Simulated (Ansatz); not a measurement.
Ideal-gas functions of `[NH2][GeH2][OH]` at 500 K and 1 bar, from an Ansatz frequency run at PBE0-D4/def2-TZVP.

Molar mass 107.66 g/mol, point group C1 (symmetry number 1), electronic degeneracy 1, moments of inertia 34.715, 78.055, 103.933 u Å². Harmonic wavenumbers (cm⁻¹, unscaled): 130, 155, 277, 435, 531, 658, 707, 723, 789, 880, 918, 936, 1578, 2100, 2156, 3585, 3685, 3905.

Use S(trans) = R[1.5 ln M + 2.5 ln T − 1.1517]; rotational temperatures θ = 24.2544 K / I; S(rot) = R[ln(√π/σ · √(T³/θAθBθC)) + 1.5]; for each mode x = 1.438777 ν̃/T, S = R[x/(eˣ − 1) − ln(1 − e⁻ˣ)] and H = RT x/(eˣ − 1); 1 cm⁻¹ = 0.0119627 kJ/mol; R = 8.31446 J/(mol·K).

Problem. By hand: the entropy, in J/(mol·K).

Solution. Translation 178.0. Rotation: θ = 0.6987, 0.3107, 0.2334 K, giving 107.1. Vibration, mode by mode: 16.54, 15.10, 10.42, 6.97, 5.55, 4.15, 3.71, 3.58, 3.08, 2.51, 2.30, 2.21, 0.50, 0.14, 0.12, 0.00, 0.00, 0.00, in all 76.9. Electronic 0.0. Sum 362.0 J/(mol·K).

Problem. By hand: H − E and G − E in kJ/mol, counted from the electronic energy.

Solution. Zero-point energy ½ × 24148 × 0.0119627 = 144.4; thermal vibration 21.2; translation, rotation and pV give 4 RT = 16.6. H − E = 182.2 kJ/mol, and G − E = 182.2 − 500 × 362.0/1000 = 1.2 kJ/mol.

Vibration gives 21 % of the entropy, 16.5 J/(mol·K) of it from the mode under 150 cm⁻¹: soft modes count most, and the harmonic formula is weakest for them. The sum counts one conformer and one mirror image; others add a mixing term.
